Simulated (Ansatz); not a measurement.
C2H10Si2, SMILES `CC[SiH2][SiH3]` (C–C–Si–Si torsion 59°) (charge 0, multiplicity 1).

Level of theory: frozen-core CCSD(T)/6-31g // PBE0-D3(BJ)/def2-TZVP (Ansatz, a program for electronic structure).

Ansatz 0.2 input:
```yaml
crystal:
  periodic: [false, false, false]
  atoms:
    - { symbol: C, position_ang: [-1.72027, -0.551516, 0.489405] }
    - { symbol: C, position_ang: [-0.843617, -0.8041, -0.733096] }
    - { symbol: Si, position_ang: [0.470624, 0.516858, -1.00465] }
    - { symbol: Si, position_ang: [1.917599, 0.692037, 0.828439] }
    - { symbol: H, position_ang: [-2.231009, 0.41253, 0.421572] }
    - { symbol: H, position_ang: [-1.131372, -0.541639, 1.410241] }
    - { symbol: H, position_ang: [-2.486573, -1.322967, 0.598849] }
    - { symbol: H, position_ang: [-1.456465, -0.8547, -1.639267] }
    - { symbol: H, position_ang: [-0.341163, -1.773483, -0.651127] }
    - { symbol: H, position_ang: [1.275618, 0.204915, -2.220375] }
    - { symbol: H, position_ang: [-0.182745, 1.840304, -1.222916] }
    - { symbol: H, position_ang: [2.981438, 1.699594, 0.566722] }
    - { symbol: H, position_ang: [1.178781, 1.102056, 2.05493] }
    - { symbol: H, position_ang: [2.569152, -0.619886, 1.101274] }
basis:
  gaussian: { orbitals: "6-31g" }
correlation:
  method: ccsd_t
```

Output:

```
Functional definition: HF
854 factors; integrals over basis functions are off by at most 1.8e-4 eV
mean field evaluation 1: about -17937.8692 eV, gradient 2.1e1 eV
mean field evaluation 2: about -17937.8699 eV, gradient 2.1e1 eV
mean field evaluation 4: about -17939.4136 eV, gradient 2.3e0 eV
mean field evaluation 8: about -17939.4311 eV, gradient 1.2e-4 eV
mean field -17939.43109968 eV, -659.2619331300 hartree, gradient 1.0e-6 eV, S^2 0.000000; 0 other end points of the search recorded, 0 dependent functions left out
12 core orbitals not correlated
reference -17939.43109968 eV, -659.2619331300 hartree; 13, 13 occupied and 39, 39 virtual orbitals, 854 factors
second order -8.05412804 eV of doubles, -0.00000000 eV of singles
cycle   1  -9.17218756 eV  change    -1.1e0 eV  update   8.4e-2
cycle   2  -9.67998586 eV  change   -5.1e-1 eV  update   3.1e-2
cycle   3  -9.71730559 eV  change   -3.7e-2 eV  update   6.8e-3
cycle   4  -9.71833075 eV  change   -1.0e-3 eV  update   1.9e-3
cycle   5  -9.71864123 eV  change   -3.1e-4 eV  update   5.2e-4
cycle   6  -9.71868303 eV  change   -4.2e-5 eV  update   1.4e-4
cycle   7  -9.71870587 eV  change   -2.3e-5 eV  update   3.9e-5
cycle   8  -9.71872472 eV  change   -1.9e-5 eV  update   1.2e-5
perturbative correction -0.19484079 eV, -0.0071602668 hartree
Total energy: -17949.34466518 eV, -659.6262499426 hartree
```
